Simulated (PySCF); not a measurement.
Stationary points of AsSF

Method: PySCF, PBE0, basis As def2-TZVP, S def2-TZVP, F def2-TZVP (no relativity, density fitting).

Relaxations began from a few typed shapes. The search is not exhaustive: other isomers or separated fragments can lie lower, and high-lying points may rest on an excited occupation.

Q: Which is the lowest minimum found?
A. singlet Cs: As–F 1.753 Å, As–S 2.007 Å; F–As–S 106.1°
B. singlet C∞v: As–F 1.920 Å, As–S 2.044 Å; F–As–S 180.0°

A: A. The others lie at 211.6 (singlet C∞v, a saddle point) kJ/mol above it.

Counting electrons, arsenic keeps 2 of its valence electrons outside its bonds, so the VSEPR class is AX2E1 and the expected shape is bent; with unlike ligands the computed point group is Cs.
